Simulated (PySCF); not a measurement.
Adding and removing an electron: BeGe

ROHF; basis Be 6-31G(d,p), Ge 6-31G(d,p); no relativity; PySCF 2.14. Neutral (ROHF): triplet (π ↑↑), Re = 2.254 Å, ωe = 355 cm⁻¹, De = 0.43 eV, HOMO -7.36 eV, LUMO -0.52 eV.

BeGe⁺ (UHF): doublet (π ↑), Re = 2.466 Å, ωe = 327 cm⁻¹, De = 1.29 eV to Be + Ge⁺. The energies at the minima are -2089.61501 hartree for BeGe and -2089.37643 for BeGe⁺.

Task: Work out the adiabatic ionisation energy, without and with harmonic zero-point energies (1 hartree = 27.2114 eV, 1 eV = 8065.5 cm⁻¹), and the change of the bond length.

Result: At HF: 0.23858 hartree = 6.492 eV between the minima; the zero-point term (327.0 − 355.0)/2 cm⁻¹ = -0.002 eV makes it 6.490 eV. Re changes by +21.2 pm against the neutral. The electron leaves a π orbital; in so polar a molecule the change of length follows mostly from the change of the ionic charges.

UHF and ROHF references stand side by side, which adds small steps between rows. Spin–orbit coupling is left out. For an ion De counts to the pair picked by the measured ionisation energies or electron affinities, which need not be the lowest pair at this level. UHF is strongly spin-contaminated for BeGe, so the ROHF reference used there is far from stable. Hartree–Fock leaves out correlation, which carries a large part of most bond energies and some tenths to 1 eV of ionisation energies. States were picked by a PBE0 search and need not be the measured ground states.

Neutral and ion stand on different kinds of reference determinant, which adds to the error of the difference.
